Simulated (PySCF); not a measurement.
# Kr⁺: excitation energy

Kr⁺ [Ar] 3d10 4s2 4p5 (2P) → Kr⁺ [Ar] 3d10 4s2 4p4 4d1 (high-spin determinant), as a difference of total energies. Calculation: PySCF 2.14, in aug-cc-pwCVDZ-PP with ECP10MDF (6s5p4d1f, 48 functions); scalar relativity through the core potential. Correlated levels: valence: 3s2 3p6 3d10 frozen; valence and next inner shell: nothing frozen outside the core potential. The calculations carry no spin-orbit coupling.

| method | excitation energy (eV) |
| --- | --- |
| UHF | 14.909 |
| LDA | 15.403 |
| PBE0 | 15.157 |
| r2SCAN | 15.371 |
| M06 | 15.380 |
| wB97X-V | 15.598 |
| PBEsol | 15.099 |
| MP2 (valence) | 15.696 |
| SCS-MP2 (valence) | 15.677 |
| MP2 (valence and next inner shell) | 15.915 |
| SCS-MP2 (valence and next inner shell) | 15.837 |

Question: Estimate what M06-2X gives.

Answer: 15.286 eV, closest to r2SCAN among the rows shown.

Question: Estimate what PBE gives.

Answer: 15.031 eV, closest to PBEsol among the rows shown.

The promoted electron is Rydberg-like, and one or two diffuse shells describe it only roughly, which tends to raise the upper state.

The determinant of the upper state mixes LS terms, which raises its energy above the lowest term, most at the Hartree-Fock and MP2 levels.
